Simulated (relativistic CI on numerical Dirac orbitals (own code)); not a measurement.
Os⁴⁺: 4d photoemission

Computed with this model: Dirac-Coulomb-Breit CI, separate exchange-only KLI orbitals for each configuration, model QED, valence Slater integrals scaled by 0.7, multiplet model of photoemission in the sudden approximation; configurations [Xe] 4f14 5d4 → [Kr] 4d9 4f14 5s2 5p6 5d4; 300 K; Lorentzian 3.5 eV and Gaussian 0.6 eV FWHM. Energies are those of the free ion, without screening or charge transfer. The energies are binding energies and can lie tens of eV above those of solids. S is read from ⟨S²⟩ = S(S + 1).

Field parameters in Wybourne normalisation: D3d B²₀ = −7Dσ, B⁴₀ = −14Dq − 21Dτ, B⁴₃ = −14√(10/7) Dq. The field is a parameter set, without covalency.

free ion: ground-state S = 1.66, centroid 345.53 eV. Peaks (eV, height): 339.4 (100), 354.6 (65).

D3d, 10Dq = 36550, Dσ = -1200, Dτ = -180 cm⁻¹: ground-state S = 0.99, centroid 345.82 eV. Peaks (eV, height): 339.8 (100), 355.0 (67).

Strongest unbroadened transitions for free ion:

| Energy (eV) | Relative strength |
| --- | --- |
| 339.32 | 100.0 |
| 340.30 | 0.5 |
| 340.82 | 6.0 |
| 340.96 | 0.1 |
| 341.85 | 0.7 |
| 342.04 | 0.1 |
| 344.55 | 1.1 |
| 344.89 | 0.3 |
| 345.77 | 0.4 |
| 354.59 | 34.3 |
| 354.86 | 28.8 |
| 355.67 | 5.2 |
| 355.77 | 1.2 |
| 356.62 | 0.1 |
| 357.25 | 0.1 |
| 357.43 | 0.1 |
| 359.58 | 0.1 |
| 360.03 | 0.2 |
